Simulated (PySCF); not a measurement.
CH7AlOSi, SMILES [CH3][Al]([OH])[SiH3].

Coordinates come from a r2SCAN-D4/def2-SVP optimisation. Other conformers were not sampled.

All values below come from PySCF 2.14.0 with r2SCAN-D4/def2-SVP.

Frequencies are harmonic and unscaled.

Computed vibrational spectrum:
| mode | ν (cm⁻¹) | IR (km/mol) | moving atoms (share of kinetic energy) |
|---|---|---|---|
| 1 | 28 | 0.2 | H 99 % |
| 2 | 36 | 0.0 | H 93 % |
| 3 | 112 | 6.0 | H 30 %, C 24 %, Al 18 %, O 15 %, Si 14 % |
| 4 | 168 | 13.9 | Al 53 %, H 28 %, O 12 % |
| 5 | 188 | 9.4 | O 40 %, H 25 %, Si 16 %, C 14 % |
| 6 | 357 | 6.6 | Si 42 %, Al 28 %, H 13 %, O 9 %, C 9 % |
| 7 | 388 | 86.8 | H 91 % |
| 8 | 432 | 0.9 | H 83 %, Si 12 % |
| 9 | 432 | 47.6 | H 82 % |
| 10 | 548 | 186.6 | H 79 %, O 15 % |
| 11 | 628 | 15.7 | H 74 %, C 18 % |
| 12 | 635 | 17.2 | C 35 %, H 34 %, Al 20 %, O 10 % |
| 13 | 686 | 238.6 | H 56 %, C 23 %, Al 20 % |
| 14 | 848 | 140.8 | H 73 %, Al 10 %, O 9 % |
| 15 | 867 | 50.1 | O 37 %, Al 34 %, H 26 % |
| 16 | 933 | 45.4 | H 96 % |
| 17 | 933 | 36.3 | H 98 % |
| 18 | 1198 | 29.8 | H 79 %, C 21 % |
| 19 | 1419 | 5.6 | H 95 % |
| 20 | 1419 | 1.9 | H 96 % |
| 21 | 2182 | 59.6 | H 99 % |
| 22 | 2188 | 90.0 | H 96 % |
| 23 | 2192 | 106.8 | H 96 % |
| 24 | 3021 | 2.8 | H 97 % |
| 25 | 3114 | 3.5 | H 91 %, C 9 % |
| 26 | 3137 | 3.4 | H 91 %, C 9 % |
| 27 | 3933 | 94.2 | H 94 % |
